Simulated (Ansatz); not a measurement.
C2H4F2OSi (`O/C(=C\F)[SiH2]F`), relaxed with RKS PBE-D4/def2-SVP in the Gaussian-basis code of Ansatz from a rough embedded geometry. The force threshold is 0.03 eV/Å; the program also tests the step.

Charge 0, multiplicity 1.

Start:

```xyz
10

O     1.535   -0.201    0.913
C     0.265   -0.110    0.303
C    -0.779   -0.554    0.971
F    -0.603   -1.035    2.311
Si    0.097    0.590   -1.404
F    -1.477    0.563   -1.779
H     1.462   -0.554    1.773
H    -1.807   -0.540    0.739
H     0.495    2.042   -1.437
H     0.812   -0.202   -2.391
```

Task: How much energy does the relaxation release, and in how many steps? (Estimate.)

Result: Ansatz gave: 34.49 kJ/mol, in 7 steps.

Task: Which bonds change most? (Estimate.)

Result: Computed: C3–F4 from 1.435 to 1.360 Å; O1–H7 from 0.932 to 0.981 Å; Si5–H10 from 1.453 to 1.500 Å; C3–H8 from 1.053 to 1.098 Å.

Task: Give the relaxed structure. (Best estimate.)

Result: Ansatz gave: 
```xyz
10

O     1.549   -0.153    0.844
C     0.275   -0.111    0.347
C    -0.803   -0.548    1.036
F    -0.640   -1.059    2.285
Si    0.092    0.601   -1.381
F    -1.512    0.536   -1.730
H     1.499   -0.542    1.742
H    -1.841   -0.533    0.676
H     0.540    2.031   -1.430
H     0.841   -0.220   -2.389
```
